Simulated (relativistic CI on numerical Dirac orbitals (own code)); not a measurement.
The numbers below are computed, except where a source is named.
**Quantum defects of the ns series of Lu2+**

Problem. The ns 2S levels with J = 1/2 of Lu2+ lie at 6s: 0.0, 7s: 86681.2, 8s: 119784.8 cm⁻¹ (Martin, Zalubas and Hagan, Atomic Energy Levels: The Rare-Earth Elements, NSRDS-NBS 60 (1978)), and the ionisation limit at 169049.0 cm⁻¹ (NIST ASD). Find the quantum defects and predict 9s.

Working.
1. The outer electron sees the charge z = 3; R = 109736.97 cm⁻¹ for this mass. The binding energy T = limit − E defines n* = z√(R/T).
2. Values: 6s: T = 169049.0, n* = 2.4171, δ = n − n* = 3.5829; 7s: T = 82367.8, n* = 3.4627, δ = n − n* = 3.5373; 8s: T = 49264.2, n* = 4.4775, δ = n − n* = 3.5225.
3. With δ held at 3.5225: E(9s) = limit − Rz²/(9 − δ)² = 136130.8 cm⁻¹.
4. The Ritz form δ = δ₀ + a/n*² through the last two members has a = 0.4395 and δ₀ = 3.5006, so with n* ≈ 9 − 3.5225, δ(9) = 3.5153 and E = 136218.0 cm⁻¹.

Check. The measured level is 136209.9 cm⁻¹ (δ = 3.5159), so the two predictions miss by -79.1 and 8.1 cm⁻¹. The defect is large because this electron penetrates the core.
